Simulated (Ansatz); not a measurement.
A nudged elastic band was laid between two geometries of AlF2H2N + H2 (8 atoms, charge 0, multiplicity 1).

Method: UKS revPBE/6-31G* in Ansatz 0.2.0.

```yaml
movable_images: 7
climbing_image: yes
spring: 5.0 eV/Å²
optimiser: quadratic models (default)
start_path: through a guess of the saddle point
force_threshold: 0.05 eV/Å
iteration_limit: 60
end_points: relaxed
```

Image 0:

```xyz
8
Properties=species:S:1:pos:R:3
Al 0.526 -1.168 -0.188
N 0.898 0.560 -0.380
F -0.191 -2.027 -1.426
F 0.892 -1.966 1.231
H -1.742 1.119 0.686
H -2.427 1.245 0.963
H 0.705 1.101 -1.221
H 1.339 1.137 0.335
```

Image 8:

```xyz
8
Properties=species:S:1:pos:R:3
Al -0.477 -0.938 0.216
N 0.396 0.914 -0.183
F -0.388 -1.572 -1.350
F 0.694 -1.512 1.295
H -0.204 1.717 0.042
H -1.927 -0.579 0.801
H 0.640 0.966 -1.181
H 1.265 1.004 0.359
```

**Question.** What changes between the two ends?

**Answer.** Bonds broken: H5–H6. Bonds formed: Al1–H6, N2–H5. AlF2H2N + H2 becomes AlF2H4N.

**Question.** Give the energies along the band, and the barrier.

**Answer.** It converged. The highest image is number 5 of 0 to 8, 15.5 kcal/mol above the first end and 33.5 kcal/mol above the last; the last end lies 18.0 kcal/mol below the first. A vibrational analysis at the climbing image gives one clearly imaginary mode, 1109i cm⁻¹: a first-order saddle point. The orbitals were unrestricted but ended closed-shell.

```tsv
image	path coordinate (Å)	energy (kcal/mol)	H5–H6 (Å)	Al1–H6 (Å)	N2–H5 (Å)
0	0.00	0.0	0.75	3.98	2.90
1	0.58	0.1	0.75	3.63	2.95
2	1.16	0.2	0.75	3.19	2.97
3	1.74	1.0	0.75	2.64	2.58
4	2.32	5.2	0.78	2.20	2.05
5	2.90	15.5	1.01	1.82	1.46
6	3.46	-5.9	1.66	1.65	1.06
7	4.02	-16.0	2.34	1.61	1.03
8	4.58	-18.0	2.97	1.60	1.03
```

**Question.** What is the geometry of the highest image?

**Answer.** 
```xyz
8
Properties=species:S:1:pos:R:3
Al -0.096 -0.894 0.060
N 0.544 0.869 -0.242
F -0.552 -1.751 -1.301
F 0.543 -1.689 1.384
H -0.801 0.778 0.309
H -1.505 0.127 0.611
H 0.617 1.263 -1.186
H 1.250 1.298 0.366
```

**Question.** What are the harmonic wavenumbers there?

**Answer.** 1109i, 168, 233, 288, 314, 510, 607, 652, 706, 797, 929, 941, 1424, 1542, 1736, 1772, 3431, 3536 cm⁻¹.

Time of the run: 80 s on 2 threads of Intel(R) Xeon(R) 6975P-C (Granite Rapids) (shared host), peak memory 0.17 GiB.
